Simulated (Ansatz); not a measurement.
Geometry optimisation, RHF/def2-SVP in Ansatz 0.2.0.

The input (input.yaml):

```yaml
crystal:
  periodic: [false, false, false]
  atoms:
    - { symbol: B, position_ang: [-1.1699, -0.9517, 0.5179] }
    - { symbol: C, position_ang: [0.074, -0.0042, 0.7206] }
    - { symbol: Te, position_ang: [1.5141, -1.1672, 1.7542] }
    - { symbol: C, position_ang: [0.7397, 0.5126, -0.6122] }
    - { symbol: "N", position_ang: [-0.1988, 1.4761, -1.2805] }
    - { symbol: H, position_ang: [-2.2523, -0.5663, 0.975] }
    - { symbol: H, position_ang: [-1.1253, -1.8941, -0.1321] }
    - { symbol: H, position_ang: [-0.1488, 0.8793, 1.3611] }
    - { symbol: H, position_ang: [1.6447, -2.2723, 0.4872] }
    - { symbol: H, position_ang: [0.8513, -0.3488, -1.2764] }
    - { symbol: H, position_ang: [1.6372, 0.9829, -0.3875] }
    - { symbol: H, position_ang: [-1.0857, 1.0356, -1.506] }
    - { symbol: H, position_ang: [-0.4597, 2.2833, -0.6065] }
basis:
  gaussian: { orbitals: def2-SVP }
hamiltonian:
  xc: hf
relax:
  f_tol: 0.02
  max_steps: 50
```

Command:

```bash
$ ansatz run input.yaml --threads 2 --pin off --max-ram 3072MiB --backend cpu --events-out ev --progress --plain --runs-dir out
```

Q: Where does it end, and by what steps?

A: It converged. After 11 steps the energy has fallen by 0.706 eV; H6 moved furthest, 0.71 Å.

| step | energy less start (eV) | largest force component (eV/Å) | accepted |
| --- | --- | --- | --- |
| 0 | 0.0000 | 4.684 | yes |
| 1 | -0.3956 | 1.395 | yes |
| 2 | -0.5447 | 0.575 | yes |
| 3 | -0.6091 | 0.284 | yes |
| 4 | -0.6607 | 0.270 | yes |
| 5 | -0.6842 | 0.250 | yes |
| 6 | -0.6993 | 0.122 | yes |
| 7 | -0.7031 | 0.125 | yes |
| 8 | -0.7040 | 0.081 | yes |
| 9 | -0.7024 | 0.218 | no |
| 10 | -0.7051 | 0.045 | yes |
| 11 | -0.7056 | 0.008 | yes |

```xyz
13
Properties=species:S:1:pos:R:3
B -1.189 -0.950 0.625
C -0.024 0.082 0.668
Te 1.197 -1.393 1.815
C 0.670 0.563 -0.607
N -0.128 1.490 -1.380
H -2.011 -0.978 1.499
H -1.278 -1.705 -0.306
H -0.144 0.890 1.390
H 1.750 -2.172 0.473
H 0.908 -0.291 -1.243
H 1.617 1.047 -0.364
H -0.983 1.072 -1.700
H -0.364 2.312 -0.855
```

Time of the run: 30 s on 2 threads of Intel(R) Xeon(R) Platinum 8488C (Sapphire Rapids) (shared host), peak memory 0.33 GiB.
